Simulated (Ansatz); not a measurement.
Computed with Ansatz on PBE0-D4/def2-TZVP structures; ΔE is electronic, products minus reactants. CCSD(T)/CBS adds triple-zeta CCSD(T) − MP2 to the extrapolated MP2 energy (def2 sets, frozen cores). DFT in def2-TZVPP. Elements past krypton have def2 core potentials. For I, In, Se outer-core shells are correlated without core-valence functions, which leaves a few kJ/mol of doubt a bond. Scalar relativity is left out up to krypton. One conformer a species, not always the lowest.

Reaction (ligand exchange at the In–I bond): `[CH3][In]([Cl])[I]` + H₂Se → `[CH3][In]([Cl])[SeH]` + HI

Q: Is it downhill or uphill in electronic energy at CCSD(T)/CBS, and by how much? (An estimate is asked.)

A: Ansatz gave: Uphill: ΔE = +35.5 kJ/mol.

Q: What do these levels give: LDA (SPW92), revPBE-D4, BLYP-D4, revPBE, r2SCANh, BHLYP, MP2/def2-SVP, CCSD/def2-SVP, CCSD(T)/def2-SVP, MP2/def2-QZVPP, SCS-MP2/def2-QZVPP, MP2/CBS(def2)? (An estimate is asked.)

A: The calculation gave: LDA (SPW92) 27.1, revPBE-D4 29.8, BLYP-D4 30.3, revPBE 31.5, r2SCANh 33.9, BHLYP 36.9, MP2/def2-SVP 38.7, CCSD/def2-SVP 38.3, CCSD(T)/def2-SVP 37.3, MP2/def2-QZVPP 36.7, SCS-MP2/def2-QZVPP 36.8, MP2/CBS(def2) 38.6 kJ/mol.

Largest T1 diagnostic among the species: 0.011.

Leaving LDA and LC-ωPBE aside and taking each functional with its dispersion term where it has one, the values, not all of them listed here, spread over 7.7 kJ/mol, from revPBE-D4 to BHLYP-D4. LDA lies −3.3 kJ/mol from PBE without D4. In def2-TZVPP, CCSD(T) changes the Hartree–Fock value by −13.3 kJ/mol (the triples alone add −1.1 kJ/mol) and MP2 by −10.1 kJ/mol. From BLYP to BHLYP (50 % exact exchange), in def2-TZVPP and without D4, ΔE moves by +5.6 kJ/mol.
